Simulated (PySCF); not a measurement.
# Ru(20+): ionisation energy

Ru(20+) [Ar] 3d6 (5D) → Ru(21+) [Ar] 3d5 (6S), as a difference of total energies. All numbers are calculated (PySCF 2.14, the spin-free X2C one-electron Hamiltonian (Gaussian nucleus), in an uncontracted even-tempered set (19 s from 2.1 bohr⁻², ratio 2.5; 12 p from 2.7 bohr⁻², ratio 2.5; 8 d from 2.7 bohr⁻², ratio 2.5; 4 f from 12 bohr⁻², ratio 2.7; 3 g from 18 bohr⁻², ratio 2.7)). Correlated levels: outer shells: [Ne] frozen; virtual orbitals above 40 to 60 times the deepest correlated orbital energy dropped. The calculations carry no spin-orbit coupling.

| method | ionisation energy (eV) |
| --- | --- |
| UHF | 903.24 |
| LDA | 905.81 |
| PBE | 906.10 |
| PBE0 | 905.90 |
| r2SCAN | 905.99 |
| BP86 | 906.59 |
| M06-L | 905.42 |
| MP2 (outer shells) | 904.62 |
| SCS-MP2 (outer shells) | 904.79 |

Question: How much does correlation contribute at MP2 (outer shells)?

Answer: 904.62 − (903.24) = 1.38 eV, measured against UHF.

A first-order spin-orbit estimate (lowest level to lowest level, LS coupling) adds 1.964 eV.

Breit and QED terms and the two-electron picture change are absent.

For comparison: 905 ± 4 eV (theoretical estimate listed by NIST; NIST Atomic Spectra Database, ionization energies).
